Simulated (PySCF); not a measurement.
Record of a relaxation.

Species: C2H8GeOSi2.
SMILES with atom numbers: `[CH:1]#[C:2][GeH2:3][O:4][SiH2:5][SiH3:6]` (hydrogens: H7 on C1; H8, H9 on Ge3; H10, H11 on Si5; H12, H13, H14 on Si6)

Method: PBE0-D3(BJ)/def2-SVP geometry optimisation, gas phase (PySCF 2.14.0); density fitting, grid level 1; the optimiser is geomeTRIC in internal coordinates, started from a GFN2-xTB structure. 12 of its 15 geometries are shown. The frame can shift and turn from step to step; on so coarse a grid that alone can change the energy by a few meV, and forces under 0.02 eV/Å are noise.

Step 0: E = -76490.0869 eV, largest atomic force 1.445 eV/Å
```
atom  x, y, z in Å  |  force x, y, z in eV/Å
C1      1.688    2.601    0.064   -0.014   0.466  -0.053
C2      1.832    1.408    0.138    0.184  -1.431   0.077
Ge3     2.021   -0.482    0.273    0.264   0.568  -0.196
O4      0.617   -1.114    1.052    0.156   0.058   0.282
Si5    -0.982   -1.445    1.083    0.426  -0.354   0.296
Si6    -2.185    0.131   -0.091   -0.360   0.219  -0.194
H7      1.575    3.646   -0.007   -0.125   0.921  -0.051
H8      2.115   -1.100   -1.097    0.117  -0.144  -0.572
H9      3.146   -0.864    1.190    0.573  -0.022   0.267
H10    -1.240   -1.504    2.527   -0.622   0.050   0.456
H11    -1.099   -2.809    0.544   -0.455  -0.420  -0.282
H12    -2.511   -0.296   -1.460   -0.028  -0.318  -0.480
H13    -1.506    1.426   -0.237    0.405   0.360   0.114
H14    -3.472    0.401    0.559   -0.520   0.047   0.335
```

Step 1: E = -76490.3090 eV, largest atomic force 0.448 eV/Å
```
atom  x, y, z in Å  |  force x, y, z in eV/Å
C1      1.732    2.622    0.027   -0.006   0.099  -0.016
C2      1.871    1.416    0.108   -0.016  -0.078   0.017
Ge3     2.086   -0.467    0.251   -0.308  -0.234   0.168
O4      0.653   -1.127    1.085    0.405   0.106  -0.160
Si5    -0.969   -1.471    1.119    0.022   0.037  -0.027
Si6    -2.241    0.115   -0.065    0.008   0.041  -0.059
H7      1.608    3.690   -0.045    0.004  -0.064   0.003
H8      2.194   -1.080   -1.163   -0.048   0.047   0.165
H9      3.298   -0.795    1.145   -0.168   0.030  -0.101
H10    -1.431   -1.485    2.544    0.078  -0.033  -0.032
H11    -1.233   -2.824    0.526    0.038   0.015   0.057
H12    -2.521   -0.363   -1.455    0.021   0.019  -0.034
H13    -1.497    1.409   -0.144   -0.017   0.032  -0.007
H14    -3.557    0.357    0.605   -0.014  -0.017   0.028
```

Step 3: E = -76490.3294 eV, largest atomic force 0.155 eV/Å
```
atom  x, y, z in Å  |  force x, y, z in eV/Å
C1      1.657    2.592   -0.012    0.006  -0.013  -0.006
C2      1.816    1.391    0.092    0.006   0.013   0.001
Ge3     2.062   -0.485    0.265    0.004   0.033  -0.079
O4      0.673   -1.143    1.123    0.029  -0.055   0.142
Si5    -0.950   -1.470    1.126   -0.062   0.019  -0.068
Si6    -2.188    0.155   -0.058   -0.001   0.008   0.001
H7      1.514    3.654   -0.103   -0.003   0.009  -0.002
H8      2.137   -1.122   -1.129    0.010  -0.005  -0.028
H9      3.285   -0.783    1.134    0.027   0.002   0.013
H10    -1.415   -1.522    2.545    0.007   0.013   0.010
H11    -1.196   -2.815    0.514   -0.024  -0.006   0.004
H12    -2.413   -0.271   -1.476    0.019   0.004   0.001
H13    -1.464    1.463   -0.068   -0.016  -0.001   0.018
H14    -3.526    0.354    0.584   -0.003  -0.022  -0.007
```

Step 4: E = -76490.3457 eV, largest atomic force 0.503 eV/Å
```
atom  x, y, z in Å  |  force x, y, z in eV/Å
C1      1.545    2.532   -0.141    0.001  -0.036   0.003
C2      1.737    1.344    0.033   -0.011  -0.028   0.012
Ge3     2.038   -0.517    0.302    0.332   0.211  -0.313
O4      0.704   -1.179    1.222   -0.280  -0.113   0.309
Si5    -0.928   -1.472    1.134   -0.038  -0.024  -0.082
Si6    -2.111    0.234   -0.004    0.018  -0.052   0.059
H7      1.367    3.582   -0.293    0.004   0.025  -0.006
H8      2.098   -1.211   -1.066    0.012  -0.015  -0.025
H9      3.300   -0.723    1.138    0.030  -0.019   0.039
H10    -1.446   -1.619    2.526   -0.007   0.059   0.034
H11    -1.155   -2.780    0.439   -0.053   0.013  -0.039
H12    -2.164   -0.042   -1.475    0.006  -0.008   0.007
H13    -1.479    1.571    0.198   -0.010   0.008   0.045
H14    -3.512    0.279    0.526   -0.003  -0.020  -0.043
```

Step 5: E = -76490.3691 eV, largest atomic force 0.903 eV/Å
```
atom  x, y, z in Å  |  force x, y, z in eV/Å
C1      1.361    2.398   -0.373   -0.025  -0.052   0.014
C2      1.612    1.247   -0.072   -0.057  -0.082   0.040
Ge3     2.010   -0.566    0.373    0.655   0.329  -0.527
O4      0.746   -1.223    1.381   -0.573  -0.096   0.353
Si5    -0.887   -1.461    1.123   -0.012  -0.079   0.012
Si6    -1.997    0.375    0.114    0.076  -0.155   0.037
H7      1.125    3.414   -0.637    0.013   0.036  -0.008
H8      2.081   -1.369   -0.936    0.009  -0.024  -0.002
H9      3.306   -0.617    1.178    0.033  -0.028   0.063
H10    -1.506   -1.785    2.440   -0.024   0.087   0.065
H11    -1.060   -2.676    0.263   -0.072   0.046  -0.086
H12    -1.741    0.404   -1.360   -0.025  -0.014   0.008
H13    -1.597    1.691    0.685   -0.003   0.026   0.097
H14    -3.461    0.165    0.359    0.004   0.007  -0.065
```

Step 6: E = -76490.3290 eV, largest atomic force 0.892 eV/Å
```
atom  x, y, z in Å  |  force x, y, z in eV/Å
C1      1.145    2.210   -0.604    0.062  -0.026   0.059
C2      1.477    1.120   -0.177    0.044  -0.040   0.086
Ge3     2.006   -0.606    0.447    0.699   0.287  -0.474
O4      0.770   -1.253    1.509   -0.566  -0.025   0.165
Si5    -0.842   -1.438    1.080   -0.023  -0.113   0.157
Si6    -1.886    0.521    0.258    0.027  -0.203  -0.125
H7      0.837    3.170   -0.976    0.008   0.024  -0.009
H8      2.144   -1.516   -0.785    0.006  -0.021   0.031
H9      3.297   -0.486    1.258   -0.001  -0.017   0.046
H10    -1.564   -1.947    2.281   -0.033   0.071   0.063
H11    -0.940   -2.511    0.037   -0.045   0.066  -0.088
H12    -1.350    0.888   -1.088   -0.183  -0.065   0.005
H13    -1.768    1.701    1.159    0.028   0.013   0.101
H14    -3.333    0.146    0.138   -0.021   0.049  -0.018
```

Step 8: E = -76490.3915 eV, largest atomic force 0.674 eV/Å
```
atom  x, y, z in Å  |  force x, y, z in eV/Å
C1      1.282    2.300   -0.506   -0.010   0.047  -0.008
C2      1.603    1.184   -0.143    0.063   0.031  -0.040
Ge3     2.107   -0.563    0.402   -0.502  -0.270   0.359
O4      0.725   -1.221    1.349    0.320   0.097  -0.353
Si5    -0.902   -1.472    1.053    0.207   0.045   0.038
Si6    -1.995    0.419    0.204   -0.033   0.135   0.069
H7      0.999    3.289   -0.824   -0.003  -0.046   0.017
H8      2.334   -1.436   -0.846    0.000   0.020   0.070
H9      3.308   -0.525    1.359   -0.114   0.001  -0.074
H10    -1.550   -1.854    2.347    0.073  -0.026  -0.054
H11    -1.105   -2.580    0.060    0.034  -0.035   0.073
H12    -1.730    0.609   -1.254    0.036   0.044  -0.026
H13    -1.616    1.657    0.960   -0.044  -0.046  -0.060
H14    -3.466    0.191    0.376   -0.026   0.003  -0.011
```

Step 9: E = -76490.4092 eV, largest atomic force 0.171 eV/Å
```
atom  x, y, z in Å  |  force x, y, z in eV/Å
C1      1.280    2.283   -0.540   -0.018   0.010   0.012
C2      1.594    1.172   -0.157    0.017  -0.002  -0.019
Ge3     2.085   -0.572    0.418   -0.101  -0.068   0.103
O4      0.735   -1.222    1.380    0.018   0.054  -0.161
Si5    -0.885   -1.462    1.051    0.081  -0.005   0.045
Si6    -1.994    0.442    0.221   -0.001  -0.004   0.003
H7      0.997    3.266   -0.875    0.001  -0.007   0.003
H8      2.308   -1.462   -0.815   -0.001  -0.001   0.018
H9      3.291   -0.512    1.357   -0.010   0.001  -0.004
H10    -1.540   -1.888    2.324    0.014   0.003   0.001
H11    -1.053   -2.564    0.046   -0.003  -0.003   0.010
H12    -1.665    0.693   -1.215    0.006   0.017  -0.002
H13    -1.695    1.665    1.024   -0.001   0.001   0.002
H14    -3.464    0.159    0.319   -0.002   0.004  -0.013
```

Step 10: E = -76490.4108 eV, largest atomic force 0.088 eV/Å
```
atom  x, y, z in Å  |  force x, y, z in eV/Å
C1      1.269    2.272   -0.550   -0.014   0.003   0.014
C2      1.590    1.164   -0.164    0.020   0.002  -0.021
Ge3     2.085   -0.576    0.422   -0.015  -0.020   0.051
O4      0.734   -1.223    1.373   -0.013   0.018  -0.085
Si5    -0.884   -1.462    1.045    0.019  -0.007   0.036
Si6    -1.990    0.449    0.226    0.000  -0.006  -0.010
H7      0.980    3.252   -0.887    0.001  -0.002   0.001
H8      2.321   -1.471   -0.804    0.003  -0.002   0.006
H9      3.283   -0.506    1.370    0.000   0.003  -0.003
H10    -1.535   -1.895    2.317    0.004   0.002   0.003
H11    -1.052   -2.560    0.036   -0.005  -0.002   0.005
H12    -1.652    0.719   -1.205    0.003   0.009   0.003
H13    -1.695    1.664    1.044    0.000   0.002   0.007
H14    -3.461    0.169    0.312   -0.002   0.002  -0.007
```

Step 11: E = -76490.4123 eV, largest atomic force 0.041 eV/Å
```
atom  x, y, z in Å  |  force x, y, z in eV/Å
C1      1.271    2.263   -0.562   -0.011  -0.003   0.014
C2      1.600    1.158   -0.173    0.018   0.002  -0.017
Ge3     2.093   -0.578    0.429    0.034   0.022   0.002
O4      0.727   -1.224    1.352   -0.011  -0.016  -0.009
Si5    -0.889   -1.464    1.031   -0.040   0.000   0.013
Si6    -1.997    0.456    0.234   -0.001  -0.002  -0.013
H7      0.975    3.240   -0.901    0.002   0.003  -0.003
H8      2.360   -1.480   -0.784    0.004  -0.004  -0.006
H9      3.270   -0.497    1.401    0.009   0.004   0.002
H10    -1.532   -1.905    2.305   -0.005   0.000   0.003
H11    -1.060   -2.557    0.018   -0.007  -0.004   0.002
H12    -1.656    0.749   -1.192    0.006   0.001   0.005
H13    -1.699    1.658    1.070   -0.001   0.001   0.007
H14    -3.469    0.181    0.310    0.002  -0.003  -0.001
```

Step 13: E = -76490.4131 eV, largest atomic force 0.028 eV/Å
```
atom  x, y, z in Å  |  force x, y, z in eV/Å
C1      1.280    2.255   -0.569   -0.003  -0.002   0.005
C2      1.616    1.152   -0.182    0.005  -0.001  -0.002
Ge3     2.102   -0.581    0.435    0.007   0.019  -0.008
O4      0.716   -1.229    1.324    0.007  -0.026   0.009
Si5    -0.903   -1.468    1.018   -0.017   0.013  -0.005
Si6    -2.003    0.463    0.238   -0.001   0.002  -0.001
H7      0.978    3.230   -0.909    0.003   0.001  -0.001
H8      2.405   -1.486   -0.768    0.000   0.000  -0.002
H9      3.256   -0.492    1.435    0.001   0.000   0.003
H10    -1.537   -1.911    2.296   -0.001   0.002   0.002
H11    -1.087   -2.558    0.004   -0.004  -0.003   0.002
H12    -1.652    0.777   -1.181    0.005  -0.002   0.000
H13    -1.703    1.650    1.095   -0.003  -0.001   0.000
H14    -3.477    0.195    0.302    0.001  -0.002  -0.002
```

Step 14: E = -76490.4133 eV, largest atomic force 0.022 eV/Å
```
atom  x, y, z in Å  |  force x, y, z in eV/Å
C1      1.284    2.256   -0.560    0.003   0.000  -0.002
C2      1.621    1.151   -0.179   -0.004  -0.003   0.005
Ge3     2.102   -0.584    0.433   -0.004   0.010  -0.004
O4      0.712   -1.235    1.316    0.001  -0.022   0.001
Si5    -0.909   -1.467    1.018    0.009   0.012  -0.003
Si6    -2.002    0.465    0.232    0.001   0.000   0.003
H7      0.984    3.233   -0.896    0.002  -0.001   0.001
H8      2.408   -1.486   -0.772   -0.001   0.001   0.002
H9      3.254   -0.500    1.437   -0.003  -0.002   0.002
H10    -1.541   -1.901    2.300    0.002   0.005   0.002
H11    -1.103   -2.563    0.012   -0.002   0.000   0.001
H12    -1.640    0.776   -1.184    0.001   0.000  -0.002
H13    -1.701    1.652    1.090   -0.003   0.000  -0.001
H14    -3.476    0.201    0.290    0.000   0.000  -0.004
```

Question: Summarise the path.

Answer: The energy falls by 31.49 kJ/mol from step 0 to step 14; nine tenths of that is first reached at step 7. It rises by more than 0.2 meV at step 6. The largest force goes from 1.445 to 0.022 eV/Å. Among the bonds Si5–Si6 changes most, from 2.304 to 2.355 Å; the atoms move by 0.742 Å rms after alignment.

Question: Follow the three bonds and two angles with the largest change from start to end.

Answer: 
| step | E above end (kJ/mol) | largest force (eV/Å) | Si5–Si6 (Å) | Ge3–O4 (Å) | O4–Si5 (Å) | Ge3–O4–Si5 (°) | Si6–Si5–H10 (°) |
| --- | --- | --- | --- | --- | --- | --- | --- |
| 0 | 31.49 | 1.445 | 2.304 | 1.726 | 1.633 | 151.6 | 115.9 |
| 1 | 10.06 | 0.448 | 2.353 | 1.785 | 1.658 | 150.7 | 108.6 |
| 2 | 8.53 | 0.153 | 2.359 | 1.766 | 1.654 | 149.4 | 109.4 |
| 3 | 8.09 | 0.155 | 2.362 | 1.761 | 1.655 | 148.1 | 109.7 |
| 4 | 6.52 | 0.503 | 2.367 | 1.750 | 1.660 | 142.0 | 110.2 |
| 5 | 4.27 | 0.903 | 2.370 | 1.746 | 1.670 | 132.2 | 110.5 |
| 6 | 8.13 | 0.892 | 2.366 | 1.753 | 1.678 | 124.3 | 110.4 |
| 7 | 2.89 | 0.712 | 2.366 | 1.755 | 1.674 | 129.0 | 110.3 |
| 8 | 2.10 | 0.674 | 2.343 | 1.800 | 1.672 | 135.1 | 108.5 |
| 9 | 0.40 | 0.171 | 2.354 | 1.780 | 1.671 | 133.0 | 109.0 |
| 10 | 0.24 | 0.088 | 2.355 | 1.775 | 1.668 | 133.2 | 109.1 |
| 11 | 0.10 | 0.041 | 2.356 | 1.771 | 1.665 | 134.5 | 109.1 |
| 12 | 0.04 | 0.041 | 2.356 | 1.770 | 1.664 | 135.5 | 109.1 |
| 13 | 0.02 | 0.028 | 2.355 | 1.770 | 1.665 | 136.2 | 109.1 |
| 14 | 0.00 | 0.022 | 2.355 | 1.771 | 1.665 | 136.6 | 109.2 |

The cost below is that of the whole optimisation. Hardware: one thread of an Arm Neoverse V2, on a shared host. Cost: 98 s, 0.66 GiB resident at most.
